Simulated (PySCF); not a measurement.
Species: C3H5O3S3 (charge -1).
Cartesian coordinates in Å at the GFN2-xTB level; atoms count from 1:
```
atom  x, y, z in Å
O1     2.5343   -1.7113    0.3080
S2     1.6455   -0.7345   -0.2949
O3     0.7079   -1.2838   -1.2632
O4     2.2924    0.4876   -0.7439
C5     0.6082   -0.1935    1.1725
S6     0.1749    1.5283    1.0311
C7    -0.7837    1.1297   -0.4579
C8    -1.6504   -0.0934   -0.1904
S9    -0.9371   -1.0917    1.1693
H10    1.1756   -0.3987    2.0731
H11   -0.0484    0.9090   -1.2315
H12   -1.3800    2.0015   -0.7252
H13   -1.6813   -0.7278   -1.0750
H14   -2.6586    0.1783    0.1262
```

The closed-shell SCF was solved with PySCF and density fitting under several settings on one GFN2-xTB geometry (grid level 2 and gas phase unless stated).

```csv
settings,basis functions,SCF cycles,E (Eh),HOMO (eV),LUMO (eV)
"PBE0/3-21G, IEF-PCM benzene",103,14,-1528.8306,-4.31,2.14
HCTH407/MINI,62,17,-1528.7634,0.19,2.76
```

Problem. Estimate the rows for these settings: (1) mPW1PW91/pcSseg-1, IEF-PCM chloroform, grid level 1, energy threshold 1e-07 Eh; (2) mPW1PW91/pcSseg-1.

Solution. 
```
                                                                      settings  basis functions  SCF cycles      E (Eh)  HOMO (eV)  LUMO (eV)
mPW1PW91/pcSseg-1, IEF-PCM chloroform, grid level 1, energy threshold 1e-07 Eh              199           9  -1537.5382      -5.35       0.97
                                                             mPW1PW91/pcSseg-1              199          14  -1537.4638      -2.29       3.81
```

Problem. Over all rows, what range does the HOMO–LUMO gap span?

Solution. From 2.57 eV (HCTH407/MINI) to 6.45 eV (PBE0/3-21G, IEF-PCM benzene). The functional of the narrowest has no exact exchange, that of the widest 25 % exact exchange.

Whole jobs, the steps after the SCF included, on Intel Xeon at 2.50 GHz, one thread, on a shared host:

| settings | work after the SCF | wall time | peak memory |
| --- | --- | --- | --- |
| PBE0/3-21G, IEF-PCM benzene | shieldings, ring-centre shieldings | 33 s | 0.75 GiB |
| HCTH407/MINI | spin–spin couplings from 5 perturbed nuclei, spin–dipole term left out | 36 s | 0.39 GiB |
| mPW1PW91/pcSseg-1, IEF-PCM chloroform, grid level 1, energy threshold 1e-07 Eh | shieldings, ring-centre shieldings | 61 s | 0.99 GiB |
| mPW1PW91/pcSseg-1 | spin–spin couplings from 5 perturbed nuclei, spin–dipole term left out | 86 s | 0.92 GiB |

Cycle counts include a coarse-grid stage where the run had one. The HOMO energy is positive at HCTH407/MINI; such an orbital is held in place by the finite basis. One conformer (not necessarily the lowest) at the GFN2-xTB geometry, without vibrations or thermal averaging.
